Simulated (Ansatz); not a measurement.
Geometry optimisation, RKS PBE/def2-SVP in Ansatz 0.2.0.

Input:

```yaml
crystal:
  periodic: [false, false, false]
  atoms:
    - { symbol: Ge, position_ang: [0.0, 0.0, 0.0] }
    - { symbol: Ge, position_ang: [0.0, 0.0, 2.4] }
    - { symbol: H, position_ang: [-1.3958, -0.4318, 2.9174] }
    - { symbol: H, position_ang: [1.0719, -0.9929, 2.9174] }
    - { symbol: H, position_ang: [0.324, 1.4247, 2.9174] }
    - { symbol: H, position_ang: [1.4616, 0.0, -0.5162] }
    - { symbol: H, position_ang: [-0.73, 1.2648, -0.5162] }
    - { symbol: H, position_ang: [-0.73, -1.2648, -0.5162] }
basis:
  gaussian: { orbitals: def2-SVP }
hamiltonian:
  xc: pbe
relax:
  f_tol: 0.02
  max_steps: 40
```

Command:

```bash
$ ansatz run input.yaml --threads 1 --pin off --max-ram 2048MiB --backend cpu --events-out ev --progress --plain --runs-dir out
```

Problem. Where does it end, and by what steps?

Solution. It converged. The force dipped under the threshold on the way, but the program's further checks kept it going. After 7 steps the energy has fallen by 0.020 eV; H5 moved furthest, 0.20 Å.

| step | energy less start (eV) | largest force component (eV/Å) | accepted |
| --- | --- | --- | --- |
| 0 | 0.0000 | 0.212 | yes |
| 1 | -0.0118 | 0.045 | yes |
| 2 | -0.0153 | 0.024 | yes |
| 3 | -0.0175 | 0.006 | yes |
| 4 | -0.0123 | 0.186 | no |
| 5 | -0.0191 | 0.029 | yes |
| 6 | -0.0196 | 0.053 | yes |
| 7 | -0.0201 | 0.010 | yes |

```xyz
8
Properties=species:S:1:pos:R:3
Ge 0.000 0.000 -0.018
Ge 0.001 0.000 2.419
H -1.435 -0.236 2.961
H 0.923 -1.124 2.963
H 0.513 1.361 2.963
H 1.441 0.198 -0.560
H -0.892 1.148 -0.562
H -0.549 -1.347 -0.562
```

Time of the run: 20 s on 1 thread of Arm Neoverse V1 (shared host), peak memory 0.13 GiB.
